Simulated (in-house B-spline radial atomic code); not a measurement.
# Ionising Lu⁵⁺ with different functionals

Computed with a B-spline radial code for spherical atoms: four-component Dirac-Coulomb Hamiltonian, Fermi nucleus of rms radius 5.37 fm, spin-restricted, spherical fractional occupations for the functionals, and exact exchange of hybrids averaged over the configuration. The ionisation energy is the difference of two self-consistent energies, [Xe] 4f12 → [Kr] 4d10 4f13 5s2 5p4, without Breit or QED terms; ε is the level of the shell that loses the electron (mean over j). The two configurations differ by more than the removed electron. The electron is taken from both j subshells in proportion to 2j + 1, so the result is a j average, not the step between ground levels.

```csv
method,rung,ΔSCF (eV),-ε(5p) (eV)
B3LYP,global hybrid,?,?
BHandHLYP,global hybrid,114.33,97.38
wB97X,range-separated hybrid,?,?
HSE06,range-separated hybrid,113.76,94.75
```

Problem. What does wB97X give?

Solution. ΔSCF 113.27 eV, and -ε(5p) = 97.56 eV.

Problem. What does B3LYP give?

Solution. ΔSCF 113.87 eV, and -ε(5p) = 94.82 eV.

Problem. Among the functionals, which spreads more, the ΔSCF values or the orbital energies?

Solution. The orbital energies: ΔSCF values span about 1.07 eV and the orbital energies 2.81 eV.

Problem. How do they compare with the NIST value?

Solution. NIST lists 98 eV ± 5 (tabulated theory, ground level to ground level). Errors run from +15.27 to +16.33 eV. The correlated functionals all miss on the same side by more than they spread, so the cause is common to them (Breit-QED terms, spin polarisation, the choice among j levels, multiplet and fine-structure energies, or a listed next ion that isn't the cheapest removal here) and closeness doesn't rank the functionals.
